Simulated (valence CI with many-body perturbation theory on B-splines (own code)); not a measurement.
Values are calculated unless marked as measured or tabulated.
# Sensitivity of CI+MBPT for Re42+

Method: configuration interaction combined with many-body perturbation theory (CI+MBPT): five valence electrons over a frozen Dirac-Fock core [Ar] 3d10, radial functions for each j: 6 s, 6 p, 5 d, 3 f, 1 g, with the one-electron correlation potential Σ1, the two-electron term Σ2, the three-electron term Σ3, Breit, model QED; selected CI, second order for the rest, scaled by the run's own slope (own B-spline code, finite nucleus).

No measured spectrum was set against this ion. As an estimate, large intervals hold to a few tenths of a per cent, small ones and those within an open d or f shell to about a per cent. Among the levels kept, up to 360 cm⁻¹ of a level comes from second order outside the variational space, and about a tenth of that is noise between levels of different J, which matters for small intervals.

The reference run has the lowest level (4s^2 4p1/2^2 4p3/2) J=3/2 and an ionisation energy of 2082.45 eV. Its largest variational space holds 10000 state functions.

Levels are named by their leading jj configuration (3d3/2^4 stands for four electrons in 3d with j = 3/2), which in mixed levels can hold well under half, so a name can repeat and another be missing. Letters in brackets count levels of one name in rising energy.

Changed runs:
A. Breit term on → off
B. size limit of the variational space 10000 → 1500
C. core polarisation of operators on → off; scale of Σ1 1 → 0; scale of Σ2 1 → 0; three-electron term on → off
D. box radius (bohr) 2.6653 → 0.49 (bad on purpose)

Excitation energies of the reference run in cm⁻¹, and shifts in cm⁻¹:

```tsv
Level	Reference	A	B	C
(4s^2 4p1/2 4p3/2^2) J=3/2	774997	+9309	+1.1	-4448
(4s^2 4p1/2 4p3/2^2) J=5/2	820036	+9784	+0.4	-3682
(4s^2 4p1/2 4p3/2^2) J=1/2	876611	+9174	+3.1	-2672
(4s^2 4p1/2^2 4d3/2) J=3/2	1270000	+2935	-5.8	+2816
(4s^2 4p1/2^2 4d5/2) J=5/2	1476200	+5884	-2.8	+1334
(4s 4p1/2^2 4p3/2^2) J=5/2	1610700	+3068	-4.4	+138
(4s^2 4p3/2^3) J=3/2	1659740	+18571	+2.3	-7100
(4s 4p1/2^2 4p3/2^2) J=1/2	1710380	+1641	-3.6	-460
(4s 4p1/2^2 4p3/2^2) J=3/2	1727030	+2272	-9.0	+1652
(4s^2 4p1/2 4p3/2 4d3/2) J=5/2 [a]	2040610	+12797	-1.7	-1615
(4s^2 4p1/2 4p3/2 4d3/2) J=3/2 [a]	2043170	+12393	-0.2	-1297
(4s^2 4p1/2 4p3/2 4d3/2) J=1/2 [a]	2045520	+12142	+1.1	-1383
Ionisation energy (eV)	2082.45	+1.53	+0.0012	-1.49
```

Run D: It gave no result. The program said: "need at least one array to concatenate".
